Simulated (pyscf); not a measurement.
Optimised with ωB97X-D3(BJ)/def2-SVP in PySCF.

What is the homolytic dissociation enthalpy (298 K, ωB97M-D3(BJ)/def2-TZVP) of the O–W bond of H₂B–O–WH(F)(F)(F)–F, to H₂B–O• + [F–WH(F)(F)–F]•?

O–W to H₂B–O• + [F–WH(F)(F)–F]•: 53.7 kcal/mol. The 7 functionals that were run give +53.7 (ωB97M-D3(BJ)) to +60.1 kcal/mol (r²SCAN). The radicals are drawn with the spin at the cut bond; how far it spreads was not checked. Other isomers of H₂B–O• were not searched in full and may lie lower. Open-shell species with a d-block atom are single-reference here; other states, and whether the spin sits on metal or ligand, were not checked. Elements past Kr carry the def2 core potentials, without spin-orbit coupling.
